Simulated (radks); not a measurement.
The mean radii <r> (bohr) of the occupied orbitals of an atom or ion are listed with their occupations. Calculated with a radial shooting solver on a logarithmic mesh with Libxc functionals: scalar-relativistic Kohn-Sham, exchange-only PBE, spin-polarised, spherical densities, finite nucleus; Fermi nuclear charge, rms radius of each element as measured or else 0.836 A^(1/3) + 0.57 fm.

| orbital | occ. | <r> |
|---|---|---|
| 1s up | 1 | 0.2712 |
| 1s down | 1 | 0.2704 |
| 2s up | 1 | 1.557 |
| 2s down | 1 | 1.634 |
| 2p up | 2 | 1.767 |

Name the element and its charge. Open shells, if any, are filled with parallel spins first.

Answer. Z = 6, carbon, charge 0: C in [He] 2s2 2p2. The 1s radius gives Z: for a bare nucleus <r> = (2 gamma + 1)/(2Z) with gamma = sqrt(1 - (Z/c)^2), 0.2498 bohr for Z = 6, and screening makes it slightly larger (0.2712 here). The occupations add up to 6, and the charge is Z minus that.
